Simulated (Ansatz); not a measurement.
System (SMILES): [BH2] (BH2), doublet.
Atoms: B1, H2, H3. Bonds: B1-H2, B1-H3.

How fast the highest harmonic wavenumber converges with the basis for several methods (Ansatz, an electronic-structure program): deviation from each method's own reference, in cm⁻¹. References: CCSD(T) 2769 cm⁻¹, the value in aug-pcseg-2; HF 2824 cm⁻¹, the value in def2-QZVPPD; MP2 2816 cm⁻¹, the value in def2-QZVPPD; PBE 2693 cm⁻¹, the value in def2-QZVPPD; PBE0 2754 cm⁻¹, the value in def2-QZVPPD. Cartesian d functions, on some or all atoms, in 6-31G**; all else is spherical. In correlated methods cores are frozen. Core-valence sets carry the plain set on hydrogen. Open shells are unrestricted. No added dispersion term, no relativity. Each level at its own minimum, unscaled; the references are large sets that could be run, not limits.

```csv
basis,functions,CCSD(T),HF,MP2,PBE,PBE0
def2-SV(P),18,-30,39,?,1,13
6-31G**,25,51,27,?,11,17
6-311+G**,34,-23,-4,?,0,-1
aug-cc-pVDZ,41,-45,-1,?,-6,-3
def2-TZVP,43,-4,2,?,5,4
cc-pCVTZ,71,-16,-3,?,-3,-3
"6-311++G(3df,3pd)",75,-13,3,?,6,4
aug-cc-pVTZ,92,-16,-1,?,4,2
```

Q: Some entries are withheld; supply them.

A: 
- def2-SV(P), MP2: 3
- 6-31G**, MP2: 51
- 6-311+G**, MP2: -14
- aug-cc-pVDZ, MP2: -31
- def2-TZVP, MP2: 1
- cc-pCVTZ, MP2: -5
- 6-311++G(3df,3pd), MP2: -3
- aug-cc-pVTZ, MP2: -7

Mean absolute deviation over 6-311+G**, def2-TZVP, cc-pCVTZ, 6-311++G(3df,3pd), aug-cc-pVTZ: HF 2, PBE0 3, PBE 4, MP2 6, CCSD(T) 15 cm⁻¹.
